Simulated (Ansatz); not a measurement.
Stretching the Mg1–H2 bond in MgH (multiplicity 2 held). Energies count from the point at 1.743 Å.


Active spaces are followed from rest. Full CI gives the lowest state of the spin. Curves can end on different states.

Frozen-core correlation.

The values were computed with Ansatz (a first-principles code) with Gaussian orbitals. 

Energies in kcal/mol.

```
R (Å)  CASSCF(3,5)/def2-SVP  SC-NEVPT2 on CASSCF(3,5)/def2-SVP  FIC-MRCISD on CASSCF(3,5)/def2-SVP  FCI/def2-SVP
-----  --------------------  ---------------------------------  ----------------------------------  ------------
1.394                  17.3                               17.3                                17.3          17.3
1.568                   3.4                                3.3                                 3.3           3.3
1.743                   0.0                                0.0                                 0.0           0.0
1.917                   2.3                                2.3                                 2.3           2.2
2.091                   7.3                                7.3                                 7.2           6.9
2.353                  16.5                               16.2                                15.8          15.2
2.614                  22.2                               21.9                                21.8          22.0
3.050                  23.1                               25.0                                27.2          27.3
3.485                  23.0                               25.7                                28.0          28.3
4.008                  22.7                               25.6                                28.0          28.4
4.705                  22.6                               25.6                                28.0          28.3
5.577                  22.5                               25.6                                28.0          28.3
6.971                  22.5                               25.6                                28.0          28.3
```
